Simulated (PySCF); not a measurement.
GeH4, SMILES [GeH4] (connectivity only; charge and spin as stated), charge +1, multiplicity 2.

Geometry optimised at B3LYP-D3(BJ)/def2-TZVPD. The geometry has at least one imaginary mode, so it is a saddle point at that level. The multiplicity is an assumed one; other spin states were not compared. The isomer is the one that the SMILES or the coordinates give; other isomers of the formula were not compared.

Method: B3LYP/def2-TZVPD (PySCF).

```
Item                                                                Value
------------------------------------------------  -----------------------
total energy                                          -2079.02033 hartree
point group                                                           D2d
α spin, highest occupied and lowest empty level       -15.91 and -7.88 eV
β spin, highest occupied and lowest empty level      -16.76 and -13.32 eV
dipole moment about the centre of nuclear charge                   0.00 D
mean static polarisability                           33.6 bohr³ (4.98 Å³)
polarisability, principal values                   23.6, 38.6, 38.6 bohr³
⟨S²⟩                                              0.757 (pure state 0.75)
```
